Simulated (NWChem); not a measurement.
System: CH3FOSi; SMILES F[SiH2]C=O

```xyz
7

O      0.0822    -2.0847     0.0000
C     -0.5361    -1.0482     0.0000
Si     0.4674     0.5904     0.0000
F     -0.5518     1.8581     0.0000
H     -1.6616    -1.0514     0.0000
H      1.3007     0.6366    -1.2307
H      1.3007     0.6366     1.2307
```
Atoms are numbered in this order, from 1.

Results from NWChem. Pople sets run with spherical d functions. All runs use the structure optimised with PBE0/def2-SVP. Atomic charges in e: unrestrained fits to the electrostatic potential beside Mulliken populations; buried atoms are poorly determined by the fit.

Problem. What does the run give for Hartree-Fock/6-31G*? Quantities: ESP O1; Mulliken O1; ESP C2; Mulliken C2; ESP Si3; Mulliken Si3; ESP F4; Mulliken F4; relative RMS misfit of the potential (%).

Solution. 
```json
{
 "ESP O1": "-0.47",
 "Mulliken O1": "-0.45",
 "ESP C2": "0.32",
 "Mulliken C2": "0.03",
 "ESP Si3": "0.71",
 "Mulliken Si3": "1.08",
 "ESP F4": "-0.35",
 "Mulliken F4": "-0.54",
 "relative RMS misfit of the potential (%)": "19"
}
```
